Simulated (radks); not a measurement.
Values are calculated unless marked as measured or tabulated.
Ionisation of neutral tantalum, [Xe] 4f14 5d3 6s2, to [Xe] 4f14 5d3 6s1 as the strength of local exchange is varied. Level of theory: Dirac Kohn-Sham, Slater X-alpha exchange (alpha = 2/3 is LDA exchange), no correlation, spin-unpolarised, spherical densities, point nucleus; open shells are shared between the two j in proportion to 2j + 1 (a radial shooting solver on a logarithmic mesh with Libxc functionals).

alpha  E(Ta) (hartree)  exchange (hartree)  IE (eV)  -e of the level emptied (eV)  <r> of it (bohr)
0.629      -15592.1774           -283.0940    7.503                 4.498 (6s1/2)             3.365
0.667      -15609.2903           -300.5562    7.725                 4.693 (6s1/2)             3.338
0.672      -15611.5435           -302.8569    7.755                 4.719 (6s1/2)             3.334
0.701      -15624.6192           -316.2148    7.928                 4.872 (6s1/2)             3.314
0.726      -15635.9009           -327.7492    8.079                 5.007 (6s1/2)             3.296
0.918      -15722.8390           -416.9175    9.299                 6.117 (6s1/2)             3.160

NIST Atomic Spectra Database: 7.550 eV (measured). The Delta-SCF value meets it near alpha = 0.64. Spin polarisation and multiplet splitting are left out, so open shells lie too high by an amount that depends on their filling. Sharing an open shell by 2j + 1 raises it above the true ground level by a part of the spin-orbit splitting, which enters the differences from NIST.

Beside tabulated values, note that spin-unpolarised runs miss the spin-polarisation part of the exchange energy of open shells.
